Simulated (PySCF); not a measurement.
Input for PySCF:
```python
from pyscf import gto, scf

mol = gto.Mole()
mol.atom = '''
    C     1.28326055   -1.61852252   -0.18269265
    Si   -0.01244605   -0.16470319    0.02878020
    C    -1.50051811   -1.25652796    0.68507829
    Cl    0.59275738    1.10582814    1.44024366
    Cl   -0.46164787    0.62919309   -1.74342086
    H     0.91558411   -2.34745596   -0.89758167
    H     2.20061141   -1.16991748   -0.55367409
    H     1.46895957   -2.09730723    0.77327666
    H    -2.33287650   -0.58039578    0.85952341
    H    -1.77836292   -1.99714285   -0.05781342
    H    -1.22498746   -1.74699412    1.61304491
'''
mol.basis = 'cc-pvdz'
mol.charge = 1
mol.spin = 1
mol.verbose = 4
mol.build()

mf = scf.UHF(mol)
mf = mf.density_fit(auxbasis='def2-universal-jkfit')
mf.kernel()
```

### Question
What is the computed HOMO energy (PySCF with DF-HF/cc-pVDZ)?

### Answer
-17.10 eV

### Question
Estimate the Mulliken (on the basis functions themselves) charges in atom order that DF-HF/cc-pVDZ returns for this input.

### Answer
C1 -0.22, Si2 0.77, C3 -0.22, Cl4 -0.11, Cl5 -0.11, H6 0.14, H7 0.16, H8 0.14, H9 0.16, H10 0.14, H11 0.14

### Question
Estimate the number of basis functions that DF-HF/cc-pVDZ returns for this input.

### Answer
112

### Question
Predict the total energy from DF-HF/cc-pVDZ.

### Answer
-1286.9368 Eh

These values belong to the state on which the SCF converged, which isn't shown to be the lowest.
